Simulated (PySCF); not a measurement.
Niobium: a sound run and one with changed settings

Sound run: Nb²⁺ [Kr] 4d3, Nb³⁺ [Kr] 4d2. Computed with PySCF 2.14 in def2-TZVP with the def2 core potential (28 electrons) (6s4p3d1f, 40 functions), with scalar relativity through the core potential. The sound run starts from symmetry-adapted Hartree-Fock orbitals and uses a fine grid where one is needed.

Changed run: 26 angular points. This setting is unsound on purpose.

| species | method | sound run (hartree) | changed run (hartree) | converged |
| --- | --- | --- | --- | --- |
| Nb²⁺ | UHF | -55.62675 | -55.62675 | yes |
| Nb²⁺ | M06-L | -56.06345 | -56.11497 | yes |
| Nb²⁺ | PBE | -56.04257 | -56.06679 | yes |
| Nb³⁺ | UHF | -54.73536 | -54.73536 | yes |
| Nb³⁺ | M06-L | -55.15711 | -55.19858 | yes |
| Nb³⁺ | PBE | -55.10933 | -55.12615 | yes |

Ionisation energy of Nb²⁺:

| method | sound run (eV) | changed run (eV) |
| --- | --- | --- |
| UHF | 24.256 | 24.256 |
| M06-L | 24.663 | 24.936 |
| PBE | 25.395 | 25.596 |

A coarse angular grid integrates products of high-l functions wrongly, so density functionals can shift, and the SCF can exploit the error; Hartree-Fock and MP2 need no grid.

For comparison, NIST gives 25.04 eV between the lowest levels.
